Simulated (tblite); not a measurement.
Run record: tight-binding relaxation, `CC(=O)[C@@H]([AsH2])C=C(C)C`.

Computed with GFN2-xTB geometry optimisation, gas phase (tblite 0.8.0). Start geometry: from a force field or distance geometry. The input is one job of a driver script: a line of settings, then coordinates in Å.

Command:
```bash
OMP_NUM_THREADS=1 python probes_run.py task.json out
```

Input:
```
{"job": {"kind": "relax", "xc": "GFN2-xTB", "basis": "xTB"}, "charge": 0, "multiplicity": 1}
C      2.225100    -0.013000     1.589800
C      1.773100    -0.156000     0.154000
O      2.291700    -1.041700    -0.518100
C      0.746100     0.767400    -0.447900
As     1.611700     1.858700    -1.827000
C     -0.394500    -0.031000    -1.049200
C     -1.391100    -0.585100    -0.335500
C     -2.448900    -1.358300    -1.062400
C     -1.469300    -0.453600     1.171200
H      3.301100     0.202800     1.627100
H      1.674300     0.816300     2.094200
H      2.012300    -0.955700     2.143700
H      0.344900     1.469700     0.327900
H      2.372500     2.723900    -0.774700
H      0.399600     2.858300    -1.892700
H     -0.389500    -0.163300    -2.113500
H     -2.963500    -0.696900    -1.794600
H     -1.992700    -2.219300    -1.609500
H     -3.221800    -1.766500    -0.368200
H     -2.361600    -0.967300     1.583600
H     -0.581100    -0.893300     1.647600
H     -1.548800     0.623300     1.453200
```

Output:
```
step      E/eV     max force
  0    -761.92287    1.516
  1    -762.04297    1.464
  2    -762.09598    0.547
  3    -762.11975    0.353
  4    -762.13556    0.343
  5    -762.14389    0.348
  6    -762.15720    0.233
  7    -762.16354    0.169
  8    -762.16637    0.106
  9    -762.16903    0.114
... (174 lines left out)
184    -762.40905    0.019
185    -762.40915    0.018
186    -762.40923    0.017
187    -762.40928    0.017
188    -762.40933    0.022
189    -762.40936    0.015
190    -762.40940    0.017
191    -762.40942    0.013
192    -762.40945    0.010
193    -762.40947    0.009
```

«max force» is the largest atomic force in eV/Å.

Q: From which step on does the largest force stay under 0.1 eV/Å, and how much energy is left to gain from there?

A: From step 102 (0.077 eV/Å), 29.3 meV above the end.

Main results: energy lowered by 11.2 kcal/mol over 193 steps; largest atomic force 0.009 eV/Å at the end.

Hardware: one thread of an Arm Neoverse N1, shared host with 64 logical CPUs at a one-minute load of 62. Cost: 2.9 s of wall time.
Labels such as C1 count atoms from 1, the log's own numbers from 0.
